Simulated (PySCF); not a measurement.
**Deuteron quadrupole couplings in `C=CC[SiH2][SiH2]O[SiH3]`**

Compound: C3H12OSi3.
Structure used (GFN2-xTB), in Å, numbered top down from 1:
```xyz
19
C3H12OSi3 angstrom
C     -3.367    0.848   -0.029
C     -2.458    0.098   -0.628
C     -1.960   -1.201   -0.111
Si    -0.231   -0.996    0.695
Si     1.247   -0.091   -0.826
O      2.620    0.218   -0.012
Si     3.767    0.920    0.881
H     -3.840    0.534    0.887
H     -3.680    1.798   -0.428
H     -1.998    0.439   -1.548
H     -1.891   -1.922   -0.927
H     -2.655   -1.602    0.626
H      0.139   -2.339    1.186
H     -0.437   -0.191    1.914
H      1.689   -0.977   -1.912
H      0.844    1.182   -1.443
H      4.661    1.629   -0.033
H      4.430   -0.181    1.573
H      3.110    1.844    1.806
```

Level: PBE0/pcSseg-1 (PySCF, non-relativistic); Q(2H) = 0.00286 b; rigid geometry, the same for H and D, with no vibrational averaging.

Question: Rank these positions by the coupling χzz of a deuteron there, largest first.
A. H12 (methylene hydrogen)
B. H14 (Si–H hydrogen)
C. H10 (vinylic hydrogen)
D. H8 (vinylic hydrogen)

Answer: D (226 kHz), C (217 kHz), A (212 kHz), B (105 kHz).

Question: What are Vzz, η and χzz (234.96 MHz × Q × Vzz) at all hydrogens?

Answer: 
| atom | bonded to | bond length (Å) | Vzz (au) | η | χzz (kHz) |
| --- | --- | --- | --- | --- | --- |
| H8 | C1 | 1.078 | 0.3365 | 0.06 | 226 |
| H9 | C1 | 1.077 | 0.3394 | 0.06 | 228 |
| H10 | C2 | 1.083 | 0.3223 | 0.06 | 217 |
| H11 | C3 | 1.091 | 0.3129 | 0.04 | 210 |
| H12 | C3 | 1.089 | 0.3149 | 0.04 | 212 |
| H13 | Si4 | 1.477 | 0.1552 | 0.01 | 104 |
| H14 | Si4 | 1.475 | 0.1565 | 0.02 | 105 |
| H15 | Si5 | 1.469 | 0.1567 | 0.03 | 105 |
| H16 | Si5 | 1.471 | 0.1553 | 0.04 | 104 |
| H17 | Si7 | 1.461 | 0.1609 | 0.02 | 108 |
| H18 | Si7 | 1.460 | 0.1618 | 0.02 | 109 |
| H19 | Si7 | 1.463 | 0.1597 | 0.03 | 107 |

Question: Average by the element that carries the hydrogen.

Answer: on C: 219 kHz over 5 positions, mean bond length 1.084 Å; on Si: 106 kHz over 7 positions, mean bond length 1.468 Å.

Question: How does χzz go with the bond length over the 7 Si–H bonds?

Answer: A straight-line fit has a slope of -2.6 kHz for each 0.01 Å, with a correlation coefficient of -0.93, over lengths from 1.460 to 1.477 Å. The longer bonds have the smaller couplings here.

Geometry: GFN2-xTB, one conformer, isolated molecule. GFN2-xTB bond lengths can be off by several hundredths of an ångström, more for odd bonds, and the gradients follow them. A larger basis could move these couplings by a tenth or more.
